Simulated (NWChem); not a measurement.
Species: CH4O2Si, singlet; SMILES O[Si]OC

```xyz
8

Si    -0.6318    -0.6332     0.0576
O      0.4910    -1.8571     0.0099
H      1.4145    -1.5743    -0.0420
O      0.4254     0.6701    -0.0114
C      0.0639     2.0245    -0.0058
H      0.5217     2.5347     0.8575
H      0.4280     2.5171    -0.9222
H     -1.0308     2.1725     0.0504
```
Atoms are numbered in this order, from 1.

Level: PBE0/def2-SVP (NWChem), optimised geometry, unscaled harmonic frequencies. Low-valent species are run as closed-shell singlets; no triplet was tried in these runs.

| frequency (cm⁻¹) | IR intensity (km/mol) |
|---|---|
| 127 | 0.5 |
| 152 | 2.0 |
| 183 | 7.8 |
| 328 | 26.1 |
| 531 | 155.0 |
| 713 | 71.7 |
| 810 | 242.5 |
| 897 | 81.8 |
| 1163 | 128.8 |
| 1183 | 0.3 |
| 1220 | 131.9 |
| 1468 | 2.3 |
| 1473 | 8.2 |
| 1483 | 7.7 |
| 3018 | 71.1 |
| 3108 | 30.4 |
| 3130 | 24.6 |
| 3847 | 67.4 |

```json
{
  "zero_point_energy": "35.5 kcal/mol",
  "thermal correction to the enthalpy at 298.15 K (with zero-point energy)": "39.6 kcal/mol",
  "heat capacity Cv": "17.3 cal/(mol K)",
  "entropy at 298.15 K and 1 atm (symmetry number 1)": "74.2 cal/(mol K)",
  "dipole_moment": "2.11 D"
}
```

Rigid rotor and harmonic oscillator.
